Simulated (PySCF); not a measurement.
PySCF 2.14 output of an unrestricted PBE calculation on a single atom or ion in aug-cc-pV5Z-PP with ECP28MDF, with scalar relativity through the core potential:

```
SCF conv_tol = 1e-09
number electrons alpha = 11  beta = 9
    J. P. Perdew, K. Burke, and M. Ernzerhof.,  Phys. Rev. Lett. 77, 3865 (1996)
    J. P. Perdew, K. Burke, and M. Ernzerhof.,  Phys. Rev. Lett. 78, 1396 (1997)
    J. P. Perdew, K. Burke, and M. Ernzerhof.,  Phys. Rev. Lett. 77, 3865 (1996)
    J. P. Perdew, K. Burke, and M. Ernzerhof.,  Phys. Rev. Lett. 78, 1396 (1997)
cycle= 1 E= -188.978646489445  delta_E= -0.0105  |g|= 0.0413  |ddm|= 2.38
cycle= 2 E= -188.978732288987  delta_E= -8.58e-05  |g|= 0.0361  |ddm|= 0.455
cycle= 3 E= -188.978981673307  delta_E= -0.000249  |g|= 0.00109  |ddm|= 0.188
cycle= 4 E= -188.978982898414  delta_E= -1.23e-06  |g|= 0.000244  |ddm|= 0.0382
cycle= 5 E= -188.978983367966  delta_E= -4.7e-07  |g|= 0.000125  |ddm|= 0.0149
cycle= 6 E= -188.97898377881  delta_E= -4.11e-07  |g|= 8.49e-05  |ddm|= 0.00765
cycle= 7 E= -188.97898412821  delta_E= -3.49e-07  |g|= 8.09e-06  |ddm|= 0.0138
cycle= 8 E= -188.978984129734  delta_E= -1.52e-09  |g|= 1.38e-06  |ddm|= 0.000797
cycle= 9 E= -188.978984129823  delta_E= -8.89e-11  |g|= 1.52e-07  |ddm|= 0.000243
converged SCF energy = -188.978984129823  <S^2> = 2.0002953  2S+1 = 3.0001969
```

The run itself started from symmetry-adapted Hartree-Fock orbitals and held the occupation by maximum overlap, on a logarithmic radial grid, so the iterations belong to that start.

Q: Which element, charge and spin multiplicity is this?

A: In⁺ (indium, charge +1), multiplicity 3; the state was [Kr] 4d9 5s2 6s1, high-spin 3D determinant (an excited configuration).

Energies and moments cover only the electrons outside the core potential. The outer electron is Rydberg-like, and this basis confines it to a smaller radius and binds it less than a complete one would.
